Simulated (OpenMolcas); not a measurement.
Ionisation energies of lead

- Program: OpenMolcas 26.06
- Basis: ANO-RCC-VQZP [9s8p6d4f3g]
- Scalar Hamiltonian: DKH2, point nucleus
- Spin-orbit coupling: RASSI with atomic mean-field integrals over the reference wave functions, term energies averaged over their components

Active shells in each charge state: the valence s, p shells, with orbitals averaged over the low states. Where CASPT2's correlated closed shells are named, they are those of the first ion.

A. CASSCF
B. SS-CASPT2, IPEA 0.25 Eh, imaginary shift 0.1 Eh (closed shells correlated: 4f 5s 5p 5d)

Energies in eV between the lowest computed levels (charge -1 gives the electron affinity), named as in B; reference values from the NIST Atomic Spectra Database with their kind.

```csv
From,To,A,B,Spin-orbit share in B,Reference
Pb- 6s² 6p³ ⁴S°_3/2,Pb 6s² 6p² ³P₀,-0.273,0.321,-0.998,
Pb 6s² 6p² ³P₀,Pb+ 6s² 6p ²P°_1/2,6.580,7.312,+0.229,7.417 (measured)
Pb+ 6s² 6p ²P°_1/2,Pb2+ 6s² ¹S₀,13.823,14.866,+1.024,15.032 (measured)
Pb2+ 6s² ¹S₀,Pb3+ 6s ²S_1/2,30.438,31.772,+0.000,31.937 (measured)
Pb3+ 6s ²S_1/2,Pb4+ 5d¹⁰ ¹S₀,40.490,42.347,+0.000,42.333 (measured)
```

Error against the reference values, in %:

```csv
From,Reference,A,B
Pb,measured,-11.3,-1.4
Pb+,measured,-8.0,-1.1
Pb2+,measured,-4.7,-0.5
Pb3+,measured,-4.4,0
```

Mean absolute error over the 4 measured values: A 1.35 eV, B 0.11 eV. B lies closest.

No diffuse functions were added, so the electron affinity comes out too small, and without dynamic correlation a bound anion can come out unbound.

° marks odd parity.
